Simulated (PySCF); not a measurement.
## TlO₂⁻: from structure and modes to constants

All numbers come from PBE0 in PySCF with Tl def2-TZVPD with ECP60, O def2-TZVPD; scalar-relativistic core potentials, no spin–orbit coupling; density-fitted integrals.

The singlet minimum has D∞h symmetry. Masses (u): Tl 204.97441, O 15.99492.

```xyz
3
charge -1 multiplicity 1, angstrom
Tl    0.0000    0.0000    0.0000
O     1.9113    0.0000    0.0000
O    -1.9113    0.0000    0.0000
```

Harmonic wavenumbers (cm⁻¹): 174.7 (πu, ×2), 668.6 (σg+, ×1), 736.3 (σu+, ×1).

Problem. What is the harmonic zero-point energy?

Solution. Half the sum of all 4 wavenumbers, 1754/2 = 877 cm⁻¹, which is 10.5 kJ/mol (1 cm⁻¹ = 0.0119627 kJ/mol).

Problem. Give the standard entropy (298.15 K, 1 bar) by its translational, rotational, vibrational and spin parts, and Cp.

Solution. Sackur–Tetrode with M = 236.96 u gives 177.0; rotation with symmetry number 2 gives 63.0; vibration 22.5; spin R ln 1 = 0.0. The total is 262.6 J/(mol K), and Cp = 7/2 R + 22.6 = 51.7 J/(mol K).

Problem. Find the bond force constant k and the stretch–stretch coupling k′ of the valence force field.

Solution. For linear XMX, 4π²c²ω(σg)² = (k + k′)/mX and 4π²c²ω(σu)² = (k − k′)(1 + 2mX/mM)/mX. So k + k′ = 4.213 and k − k′ = 4.420 mdyn/Å, giving k = 4.316 and k′ = -0.103 mdyn/Å.

This need not be the most stable arrangement of these atoms. The lowest empty level of this anion is unbound, so it and the gap depend on the basis. Spin–orbit coupling, left out here, can matter for elements this heavy.
